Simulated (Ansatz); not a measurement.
Cost and result for the atomization energy of CH5BFNO (`NB(O)CF`) (10 atoms, 9 bonds).

Cartesian coordinates in Å:
```
N 1.325 0.209 0.329
B 0.016 0.358 -0.142
O -0.476 1.481 -0.755
C -1.006 -0.839 0.029
F -0.412 -1.933 0.664
H 2.050 0.902 0.271
H 1.606 -0.651 0.768
H 0.156 2.196 -0.850
H -1.384 -1.182 -0.940
H -1.875 -0.540 0.625
```

Total charge 0; spin multiplicity 1. Geometry: relaxed with PBE0-D4/def2-TZVP. It is one conformer, not always the lowest. Program: Ansatz. All runs use 4 threads of an AMD EPYC 7R43 on a shared host. Times are those of one run each, without the atoms' runs, and a repeat can differ threefold. Electronic energies, without spin–orbit coupling; frozen cores. CCSD(T)/CBS adds CCSD(T) − MP2 in def2-TZVPP to the MP2 limit, and its time is that of the two runs behind it. T1 = 0.011. B3LYP takes the VWN-RPA correlation (the form of Gaussian; ORCA's B3LYP/G).

CCSD(T)/CBS is a level of theory with its own doubt, some kJ/mol a heavy atom from the limit and from the frozen cores, so smaller differences don't rank the functionals.

```csv
level,functions,wall time,atomization (kJ/mol),difference from CCSD(T)/CBS,per bond
PBE-D4/def2-TZVPP (with forces),225,2.2 s,4106.0,113.7,12.6
PBE0-D4/def2-TZVPP,225,2.5 s,4006.2,13.9,1.5
r2SCAN-D4/def2-TZVPP (with forces),225,3.8 s,4006.4,14.1,1.6
B3LYP-D4/def2-TZVPP (with forces),225,3.9 s,4008.1,15.8,1.8
B2PLYP/def2-TZVPP,225,4.7 s,3968.5,-23.8,-2.6
ωB97X-V/def2-TZVPP,225,6 s,4005.0,12.7,1.4
ωB97M-V/def2-TZVPP (with forces),225,9.5 s,4019.7,27.4,3.0
MP2/def2-QZVPP,435,22 s,4044.4,52.1,5.8
CCSD(T)/def2-TZVPP,225,110 s,3882.1,-110.2,-12.3
CCSD(T)/CBS(def2),–,2.3 min,3992.3,0.0,0.0
```

The D4 term adds +23.2 kJ/mol with B3LYP and +12.1 kJ/mol with PBE0; it sums over pairs of atoms, weighted by their polarisabilities, and B3LYP, whose exchange is more repulsive, gets the larger term. In def2-TZVPP, CCSD(T) changes the Hartree–Fock value by +1015.7 kJ/mol (the triples alone add +60.2 kJ/mol) and MP2 by +1112.8 kJ/mol; breaking electron pairs costs correlation energy, which Hartree–Fock lacks. From PBE to PBE0 (25 % exact exchange), in def2-TZVPP and without D4, the atomization energy moves by −97.4 kJ/mol: exact exchange takes away binding that semilocal exchange gives to molecules.
